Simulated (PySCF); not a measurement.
Cyclotrisilazane, H9N3Si3, SMILES N1[SiH2]N[SiH2]N[SiH2]1 (GFN2-xTB optimised geometry):

```
15

Si    -1.057    -1.191     2.522
N     -1.424     0.469     2.226
Si    -1.060     1.476     0.873
N      0.227     0.730     0.000
Si     0.779    -0.905     0.000
N      0.226    -1.639     1.460
H     -2.245    -2.030     2.279
H     -0.590    -1.332     3.909
H     -2.056     0.879     2.891
H     -2.248     1.628     0.013
H     -0.599     2.781     1.365
H      0.630     1.305    -0.720
H      2.248    -0.905     0.000
H      0.252    -1.628    -1.173
H      0.626    -2.542     1.649
```

Computed with PBE0/def2-TZVP (PySCF).

### Question
What are the frontier orbital energies and the dipole moment?

### Answer
HOMO-2 -7.43 eV, HOMO-1 -7.43 eV, HOMO -7.09 eV, LUMO 0.37 eV, LUMO+1 0.37 eV; dipole moment 0.10 D.

On the same geometry PBE/def2-TZVP run with PySCF gives HOMO-2 -6.04 eV, HOMO-1 -6.04 eV, HOMO -5.78 eV, LUMO -0.48 eV, LUMO+1 -0.48 eV; dipole moment 0.14 D.

Meta-Löwdin charges at PBE0/def2-TZVP: Si1 0.88, N2 -0.84, Si3 0.88, N4 -0.83, Si5 0.88, N6 -0.83, H7 -0.15, H8 -0.14, H9 0.25, H10 -0.15, H11 -0.14, H12 0.25, H13 -0.14, H14 -0.15, H15 0.25.
